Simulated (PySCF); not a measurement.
Isomers of C5H11FSSi, mass 150.033 u with the commonest isotopes. Level of theory: PBE0/pcSseg-1 in PySCF (dipole) on a GFN2-xTB geometry, gas phase. One conformer each, none proved a minimum here; rigid rotors.

**Question.** Order these by out-of-plane moment Σ m c² = (Ia + Ib − Ic)/2, largest first.
A. `[CH3:1][C:2]([CH3:3])([SiH3:4])[C:5](=[S:6])[CH2:7][F:8]` with C1–C2–C5–S6 -23°, C2–C5–C7–F8 39°
B. `[CH3:1][C@@H:2]1[SiH2:3][S:4][CH2:5][C@@:6]1([CH3:7])[F:8]` with C1–C2–Si3–S4 -150°, C2–Si3–S4–C5 -3°, Si3–S4–C5–C6 30°, S4–C5–C6–C7 75°
C. `[CH3:1][CH2:2][Si:3]1([CH2:4][F:5])[CH2:6][S:7][CH2:8]1` with C1–C2–Si3–C4 56°, C2–Si3–C4–F5 42°
D. `[CH2:1]=[C:2]([CH3:3])[SiH2:4][C@@H:5]([F:6])[S:7][CH3:8]` with C1–C2–Si4–C5 -4°, C2–Si4–C5–F6 61°, Si4–C5–S7–C8 172°

**Answer.** A (111.00 u·Å²), C (68.01 u·Å²), B (59.96 u·Å²), D (25.04 u·Å²).

**Question.** Order these by radius of gyration √(Σ m r²/M), smallest first.
A. `[CH3:1][C:2]([CH3:3])([SiH3:4])[C:5](=[S:6])[CH2:7][F:8]` with C1–C2–C5–S6 -23°, C2–C5–C7–F8 39°
B. `[CH2:1]=[C:2]([CH3:3])[SiH2:4][C@@H:5]([F:6])[S:7][CH3:8]` with C1–C2–Si4–C5 -4°, C2–Si4–C5–F6 61°, Si4–C5–S7–C8 172°
C. `[CH3:1][C@@H:2]1[SiH2:3][S:4][CH2:5][C@@:6]1([CH3:7])[F:8]` with C1–C2–Si3–S4 -150°, C2–Si3–S4–C5 -3°, Si3–S4–C5–C6 30°, S4–C5–C6–C7 75°
D. `[CH3:1][CH2:2][Si:3]1([CH2:4][F:5])[CH2:6][S:7][CH2:8]1` with C1–C2–Si3–C4 56°, C2–Si3–C4–F5 42°

**Answer.** C (1.969 Å), A (2.037 Å), D (2.211 Å), B (2.436 Å).

**Question.** Order these by rotational constant B, smallest first.
A. `[CH3:1][C:2]([CH3:3])([SiH3:4])[C:5](=[S:6])[CH2:7][F:8]` with C1–C2–C5–S6 -23°, C2–C5–C7–F8 39°
B. `[CH2:1]=[C:2]([CH3:3])[SiH2:4][C@@H:5]([F:6])[S:7][CH3:8]` with C1–C2–Si4–C5 -4°, C2–Si4–C5–F6 61°, Si4–C5–S7–C8 172°
C. `[CH3:1][C@@H:2]1[SiH2:3][S:4][CH2:5][C@@:6]1([CH3:7])[F:8]` with C1–C2–Si3–S4 -150°, C2–Si3–S4–C5 -3°, Si3–S4–C5–C6 30°, S4–C5–C6–C7 75°
D. `[CH3:1][CH2:2][Si:3]1([CH2:4][F:5])[CH2:6][S:7][CH2:8]1` with C1–C2–Si3–C4 56°, C2–Si3–C4–F5 42°

**Answer.** B (659.9 MHz), D (929.7 MHz), A (1309 MHz), C (1344 MHz).

| SMILES | point group | Ia (u·Å²) | Ib (u·Å²) | Ic (u·Å²) | κ | μa (D) | μb (D) | μc (D) |
| --- | --- | --- | --- | --- | --- | --- | --- | --- |
| CC[Si]1(CF)CSC1 | C1 | 257.66 | 543.60 | 665.24 | -0.72 | 1.34 | 0.80 | 0.68 |
| C=C(C)[SiH2][C@@H](F)SC | C1 | 149.78 | 765.81 | 865.51 | -0.95 | 0.57 | 0.35 | 1.55 |
| CC(C)([SiH3])C(=S)CF | C1 | 347.63 | 386.21 | 511.83 | 0.38 | 1.40 | 0.20 | 1.27 |
| C[C@@H]1[SiH2]SC[C@@]1(C)F | C1 | 265.19 | 376.15 | 521.42 | -0.20 | 0.61 | 1.44 | 0.39 |
